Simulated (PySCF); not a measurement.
PySCF 2.14 output of an unrestricted LDA calculation on a single atom or ion in aug-cc-pVTZ-DK, with scalar relativity by spin-free X2C-1e:

```
SCF conv_tol = 1e-09
number electrons alpha = 23  beta = 21
    P. A. M. Dirac.,  Math. Proc. Cambridge Philos. Soc. 26, 376 (1930)
    F. Bloch.,  Z. Phys. 57, 545 (1929)
    S. H. Vosko, L. Wilk, and M. Nusair.,  Can. J. Phys. 58, 1200 (1980)
cycle= 1 E= -5038.70086276088  delta_E= -0.0188  |g|= 0.0776  |ddm|= 0.431
cycle= 2 E= -5038.70073446209  delta_E= 0.000128  |g|= 0.068  |ddm|= 0.0464
cycle= 3 E= -5038.70143741158  delta_E= -0.000703  |g|= 0.0117  |ddm|= 0.0321
cycle= 4 E= -5038.70146377695  delta_E= -2.64e-05  |g|= 0.00044  |ddm|= 0.00512
cycle= 5 E= -5038.70146382584  delta_E= -4.89e-08  |g|= 9.81e-06  |ddm|= 0.000227
cycle= 6 E= -5038.70146382587  delta_E= -2.82e-11  |g|= 2.37e-07  |ddm|= 6.64e-06
converged SCF energy = -5038.70146382587  <S^2> = 2.000403  2S+1 = 3.0002687
```

The run itself started from symmetry-adapted Hartree-Fock orbitals and held the occupation by maximum overlap, on a logarithmic radial grid, so the iterations belong to that start.

Task: Which element, charge and spin multiplicity is this?

Result: Pd²⁺ (palladium, charge +2), multiplicity 3; the state was [Kr] 4d8, high-spin 3F determinant.
